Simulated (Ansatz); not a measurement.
A geometry relaxed with PBE-D3(BJ)/def2-SVP in Ansatz (a first-principles code), charge 0, multiplicity 1:

```xyz
4

I      2.4935     0.0744     0.0748
Ga     0.0000     0.0000    -0.0001
I     -1.3130     2.1223     0.0225
I     -1.1804    -2.1967    -0.0973
```

Question: Write the SMILES of this molecule.

Answer: `[I][Ga]([I])[I]`
